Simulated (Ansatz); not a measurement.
Abridged output of a molecular run in Ansatz:

```
Functional definition: HF
1288 factors; integrals over basis functions are off by at most 1.2e-3 eV
mean field evaluation 1: about -20740.6778 eV, gradient 5.1e1 eV
mean field evaluation 2: about -20740.7361 eV, gradient 5.1e1 eV
mean field evaluation 4: about -20745.4518 eV, gradient 2.7e0 eV
mean field evaluation 8: about -20745.5039 eV, gradient 4.4e-1 eV
mean field evaluation 16: about -20745.5050 eV, gradient 2.2e-6 eV
mean field -20745.50495597 eV, -762.3832453235 hartree, gradient 2.2e-6 eV, S^2 0.000000; 0 other end points of the search recorded, 0 dependent functions left out
11 core orbitals not correlated: weight in the atoms' cores, before any rotation towards them, 1.000 or more for the frozen orbitals, at most 0.000 for the correlated occupied ones
reference -20745.50495597 eV, -762.3832453235 hartree; 17, 17 occupied and 154, 154 virtual orbitals, 1288 factors
second order -25.95274569 eV of doubles, -0.00000000 eV of singles
cycle   1  -25.44962855 eV  change    5.0e-1 eV  update   1.3e-1
cycle   2  -26.04878422 eV  change   -6.0e-1 eV  update   4.3e-2
cycle   3  -26.20887113 eV  change   -1.6e-1 eV  update   2.5e-2
cycle   4  -26.19868784 eV  change    1.0e-2 eV  update   7.3e-3
cycle   5  -26.19069419 eV  change    8.0e-3 eV  update   2.9e-3
cycle   6  -26.19182009 eV  change   -1.1e-3 eV  update   1.1e-3
cycle   7  -26.19178622 eV  change    3.4e-5 eV  update   3.4e-4
cycle   8  -26.19160406 eV  change    1.8e-4 eV  update   1.4e-4
cycle   9  -26.19164102 eV  change   -3.7e-5 eV  update   4.7e-5
cycle  10  -26.19169305 eV  change   -5.2e-5 eV  update   2.1e-5
cycle  11  -26.19166367 eV  change    2.9e-5 eV  update   8.4e-6
perturbative correction -0.93999192 eV, -0.0345440659 hartree
Total energy: -20772.63661156 eV, -763.3803152760 hartree
```

Its atoms:

Z-matrix (Å, degrees):
```
In
F 1 1.947
S 1 2.345 2 120.1
O 1 1.966 2 112.4 3 180.0
H 3 1.345 1 92.2 2 180.0
H 4 0.962 1 111.2 2 0.0
```

Problem. Which basis set was used?
A. def2-QZVPP
B. cc-pV(Q+d)Z
C. def2-TZVPP
D. cc-pV(D+d)Z

Solution. C. It gives 182 functions.

Problem. Write the keys of the input that set method, charge and spin (a neutral closed shell needs none for the last two).

Solution. 
```yaml
correlation: {method: ccsd_t}
```
